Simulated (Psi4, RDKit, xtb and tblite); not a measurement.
Internal rotation in SMILES [Si](F)(F)(/C=C\C#C)F. Scanned: dihedral C3–C4–Si5–F6; all other coordinates were relaxed at GFN2-xTB. Heavy atoms are numbered in the order of the SMILES C#C/C=C\[Si](F)(F)F, hydrogens after them in the order of the atoms that carry them; the mirror image has the same energies with the sign of each dihedral reversed.

Levels of theory: GFN2-xTB (xtb and tblite); UFF // GFN2-xTB (RDKit); MP2/cc-pVTZ = DF-MP2 (frozen core)/cc-pVTZ // GFN2-xTB (Psi4 1.11).

Energies relative to the lowest point of each profile, in kcal/mol:

```json
[
 {"φ / °": "0", "GFN2-xTB": "0.31", "UFF": "1.90"},
 {"φ / °": "10", "GFN2-xTB": "0.29", "UFF": "1.89"},
 {"φ / °": "20", "GFN2-xTB": "0.23", "UFF": "1.77"},
 {"φ / °": "30", "GFN2-xTB": "0.15", "UFF": "1.42"},
 {"φ / °": "40", "GFN2-xTB": "0.08", "UFF": "0.82"},
 {"φ / °": "50", "GFN2-xTB": "0.02", "UFF": "0.25"},
 {"φ / °": "60", "GFN2-xTB": "0.00", "UFF": "0.00"},
 {"φ / °": "70", "GFN2-xTB": "0.02", "UFF": "0.20"},
 {"φ / °": "80", "GFN2-xTB": "0.07", "UFF": "0.73"},
 {"φ / °": "90", "GFN2-xTB": "0.14", "UFF": "1.32"},
 {"φ / °": "100", "GFN2-xTB": "0.22", "UFF": "1.75"},
 {"φ / °": "110", "GFN2-xTB": "0.28", "UFF": "1.88"}
]
```

### Question
Estimate the MP2/cc-pVTZ values at these points.

### Answer
0: 0.85; 10: 0.80; 20: 0.66; 30: 0.46; 40: 0.24; 50: 0.07; 60: 0.00; 70: 0.06; 80: 0.21; 90: 0.41; 100: 0.63; 110: 0.78 (kcal/mol).
